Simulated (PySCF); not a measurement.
Estimate the missing entries of this data sheet.

Compound: C5H16N2Si2.
Cartesian coordinates in Å at the PBE0-D3(BJ)/def2-SVP level; atoms count from 1:
```
atom  x, y, z in Å
N1     3.8149    0.7635    0.8401
Si2    3.5622   -0.5876   -0.2254
C3     1.7534   -1.0646   -0.1126
Si4    0.6249    0.4373   -0.0371
N5    -0.9731   -0.0088   -0.5642
C6    -1.7386   -1.0766    0.0479
C7    -2.9072   -0.3767    0.7684
C8    -3.0534    0.9734    0.0346
C9    -1.9587    0.9369   -1.0484
H10    4.6444    1.3363    0.7290
H11    3.5881    0.6653    1.8243
H12    3.9074   -0.1046   -1.5977
H13    4.4174   -1.7947    0.0479
H14    1.5942   -1.6910    0.7820
H15    1.4814   -1.6783   -0.9881
H16    0.6687    0.9687    1.3713
H17    1.0654    1.5244   -0.9606
H18   -1.1197   -1.6899    0.7216
H19   -2.1318   -1.7583   -0.7325
H20   -2.6608   -0.2155    1.8285
H21   -3.8267   -0.9804    0.7389
H22   -2.8798    1.8106    0.7271
H23   -4.0544    1.1153   -0.3997
H24   -2.3900    0.5761   -2.0037
H25   -1.5114    1.9217   -1.2509
```

```json
{"property": "point group", "level": "PBE0-D3(BJ)/def2-SVP", "value": "C1"}
{"property": "rotational constants A, B, C", "level": "PBE0-D3(BJ)/def2-SVP", "value": "3.202, 0.464, 0.446 GHz"}
{"property": "dipole moment", "level": "PBE0/def2-SVPD", "value": "1.14 D"}
{"property": "HOMO energy", "level": "PBE0/def2-SVPD", "value": "-6.14 eV"}
{"property": "LUMO energy", "level": "PBE0/def2-SVPD", "value": "0.36 eV"}
{"property": "lowest singlet excitation", "level": "TDDFT PBE0/def2-SVPD", "value": "?"}
{"property": "strongest line among the 10 lowest singlet transitions", "level": "TDDFT PBE0/def2-SVPD", "value": "?"}
{"property": "lowest triplet excitation (Tamm–Dancoff)", "level": "TDA PBE0/def2-SVPD", "value": "5.42 eV"}
{"property": "static isotropic polarisability", "level": "PBE0/def2-SVPD", "value": "128.3 au"}
{"property": "vertical ionisation energy", "level": "ΔSCF PBE0/def2-SVPD", "value": "7.79 eV"}
{"property": "electronic spatial extent ⟨r²⟩ about the centre of nuclear charge", "level": "PBE0/def2-SVPD", "value": "2622 bohr²"}
{"property": "13C chemical shifts (computed TMS as zero) by class", "level": "GIAO KT3/pcSseg-1", "value": "?"}
{"property": "1H chemical shifts (computed TMS as zero) by class", "level": "GIAO KT3/pcSseg-1", "value": "4.96 (H12/H13), 4.77 (H16/H17), 2.99 (H18/H19/H24/H25), 1.52 (H20/H21/H22/H23), 0.26 (H14/H15), -0.23 (H10/H11) ppm"}
{"property": "isotropic shieldings of nuclei other than C and H, by class", "level": "GIAO KT3/pcSseg-1", "value": "204 (N5), 249 (N1), 395 (Si2), 397 (Si4) ppm"}
```

Gas-phase values; electronic properties from PySCF, density fitting. One conformer (not necessarily the lowest) at the PBE0-D3(BJ)/def2-SVP geometry, without solvent or vibrations. NMR classes are plain means over equivalent atoms (diastereotopic ones count apart unless rotation or inversion swaps them), as if these changed places fast; in this geometry the members of some classes differ.

Problem. What is the strongest line among the 10 lowest singlet transitions?

Solution. S9 at 6.92 eV (179 nm, f = 0.051).

Problem. Give the lowest singlet excitation.

Solution. 5.53 eV (224 nm, f = 0.017).

Problem. Give the 13C chemical shifts (computed TMS as zero) by class.

Solution. 51.7 (C6/C9), 27.7 (C7/C8), -2.4 (C3) ppm.

With B = h/(8π²I), that is 505.379 GHz u Å² over I, the principal moments of inertia are 157.8, 1089.8 and 1132.9 u Å² (most abundant isotopes); the inertial defect Ic − Ia − Ib is -114.7 u Å² (zero for a rigid planar frame, negative otherwise). The vertical singlet–triplet gap S1 − T1 is 0.11 eV (TDDFT singlet less Tamm–Dancoff triplet; S1: HOMO→LUMO+1, weight 0.92; T1: HOMO→LUMO+1, weight 0.87). No computed singlet falls in the visible range (750 to 380 nm, 1.65 to 3.26 eV); S1 lies 2.27 eV above its blue end.
